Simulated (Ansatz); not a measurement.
The first iterations of a band of C2H7ClOSi (12 atoms, charge 0, multiplicity 1).

All numbers below come from Ansatz, RKS B3LYP-D4/def2-SVP.

```
movable images  : 7
climbing image  : yes
spring          : 5.0 eV/Å²
optimiser       : quadratic models (default)
start path      : through a guess of the saddle point
force threshold : 0.05 eV/Å
iteration limit : 53
end points      : relaxed
```

Initial state:

```xyz
12
Properties=species:S:1:pos:R:3
C -1.968 -0.105 0.501
O -0.818 0.254 -0.245
C 0.380 -0.179 0.253
Si 1.769 0.209 -1.000
Cl 0.845 0.691 1.848
H -2.843 0.255 -0.056
H -2.037 -1.202 0.621
H -1.946 0.364 1.499
H 0.348 -1.240 0.565
H 1.820 1.678 -1.218
H 1.467 -0.491 -2.283
H 3.059 -0.290 -0.451
```

Final state:

```xyz
12
Properties=species:S:1:pos:R:3
C -1.917 -0.365 0.558
O -0.755 0.215 -0.090
C 0.608 -0.418 0.403
Si 1.854 0.000 -0.935
Cl 0.945 0.573 1.907
H -2.810 0.121 0.141
H -1.884 -1.432 0.319
H -1.835 -0.213 1.643
H -0.761 1.191 0.028
H 1.972 1.465 -1.283
H 1.474 -0.718 -2.189
H 3.186 -0.475 -0.467
```

| iteration | highest image above the first end (eV) | largest band force component (eV/Å) |
| --- | --- | --- |
| 1 | 54.046 | 298.260 |
| 2 | 19.773 | 88.487 |
| 3 | 12.997 | 52.928 |
| 4 | 7.899 | 22.403 |
| 5 | 5.710 | 8.601 |
| 6 | 4.856 | 2.271 |
| 7 | 4.403 | 1.981 |
| 8 | 4.451 | 2.671 |
| 9 | 4.223 | 2.327 |
| 10 | 4.002 | 1.184 |
| 11 | 3.923 | 2.273 |
| 12 | 3.837 | 0.723 |
| 13 | 3.907 | 2.344 |
| 14 | 3.948 | 0.673 |

Does the band converge within its limit, and where does its top end?

The forces met the threshold. It ended after 44 iterations with the highest image 3.601 eV above the first end. Neighbouring images differ by up to 2.8 eV, so the band resolves the path poorly. A vibrational analysis at the climbing image gives one clearly imaginary mode, 98i cm⁻¹: a first-order saddle point. The orbitals stay closed-shell, which can raise the energy where a bond breaks towards radicals; this wasn't checked here.

Run time: 13 min on 2 threads of Intel(R) Xeon(R) Platinum 8488C (Sapphire Rapids), on a shared host, peak memory 0.3 GiB.
